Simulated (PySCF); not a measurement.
Computed with PBE-D3(BJ)/def2-TZVP // B3LYP-D3(BJ)/def2-TZVP (PySCF). Gas-phase values, no solvent. 

Reference species (SMILES): `C(=NC)=C` (neutral, multiplicity 1).

HOMO: -5.42 eV
dipole moment: 1.37 D
HOMO–LUMO gap: 4.52 eV

Changed species: `C1=CCN1`.

**Question.** Predict the effect on the HOMO, dipole moment and HOMO–LUMO gap.

**Answer.** the HOMO increases by 0.41 eV, to -5.01 eV; the dipole moment drops by 0.32 D, to 1.05 D; the HOMO–LUMO gap rises by 0.16 eV, to 4.68 eV.
